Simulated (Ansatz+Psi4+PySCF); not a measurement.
A calculation with PySCF 2.14.0.

```python
from pyscf import gto, scf, mp

mol = gto.M(atom="""
Be 0.000000 0.000000 0.269650
H 0.000000 0.000000 -2.426890
""", basis={'Be': 'cc-pcvtz', 'H': 'cc-pvtz'}, charge=0, spin=1)
mf = scf.UHF(mol)
mf.kernel()
pt = mp.MP2(mf, frozen=None).run()
print(mf.e_tot, pt.e_corr, pt.e_tot)
```

The script is written out from the run's settings.

Output:

```json
{
  "Converged": "yes",
  "Reference energy": "-15.07627 hartree",
  "Correlation energy": "-0.06279 hartree",
  "Total energy": "-15.13906 hartree",
  "Spin squared of the determinant": "1.003"
}
```

Messages of the program:
```
WARN: HOMO -0.165840135464469 >= LUMO -0.165840135464469
WARN: HOMO -0.165840135464469 >= LUMO -0.165840135464469
```

Caution: large amplitudes, a single reference is doubtful; the unrestricted determinant is spin contaminated.
